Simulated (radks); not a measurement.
Trend from Co to Ir: ionisation energy by Delta-SCF between NIST ground configurations, and size. All-electron calculation, scalar-relativistic Kohn-Sham, r2SCAN, spin-polarised, spherical densities, finite nucleus; open shells are filled with parallel spins first (spin-orbit coupling, left out, can overturn this in heavy ions); meta-GGA in the generalised Kohn-Sham scheme; Fermi nuclear charge, rms radius of each element as measured or else 0.836 A^(1/3) + 0.57 fm. Program: a radial shooting solver on a logarithmic mesh with Libxc functionals.

| species | configuration | IE (eV) | NIST (eV) | kind | -e(HOMO) (eV) |
|---|---|---|---|---|---|
| Co | [Ar] 3d7 4s2 | 7.902 | 7.881 | exp. | 5.404 (4s) |
| Rh | [Kr] 4d8 5s1 | 7.740 | 7.459 | exp. | 4.831 (4d) |
| Ir | [Xe] 4f14 5d7 6s2 | 8.820 | 8.967 | exp. | 5.973 (5d) |

Reference values: NIST Atomic Spectra Database (exp. = measured, semi-emp. = semi-empirical, theory = theoretical value adopted there). Open shells are spherical and high-spin; term and fine-structure splittings are not resolved. Spin-orbit splitting is averaged out at the scalar-relativistic level.
